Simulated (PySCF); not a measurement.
# A thermochemical cycle for HgSb

PBE0 in PySCF with def2-SVP on every atom (core potentials on Sb, Hg), for the lowest determinant that a PBE0 search found; no spin–orbit coupling. HgSb, a quartet (σ ↑, π ↑↑), has De = 0.05 eV to neutral atoms, and HgSb⁺, a triplet (π ↑↑), has De = 1.66 eV to Hg + Sb⁺.

At the same level the Sb atom ionises at 9.04 eV.

Question: What is the adiabatic ionisation energy of the molecule, and does ionisation strengthen or weaken the bond?

Answer: IE = IE(Sb) + De(neutral) − De(ion) = 9.04 + 0.05 − 1.66 = 7.43 eV. De changes by +1.61 eV, so ionisation strengthens the bond.

Weak bonds: HgSb. Basis-set superposition, not corrected here, can be much of De in a small basis, most of all at correlated wavefunction levels. Spin–orbit coupling is left out, which matters for elements this heavy, above all for dissociation energies. For an ion De counts to the pair picked by the measured ionisation energies or electron affinities, which need not be the lowest pair at this level. States were picked by a PBE0 search and need not be the measured ground states.
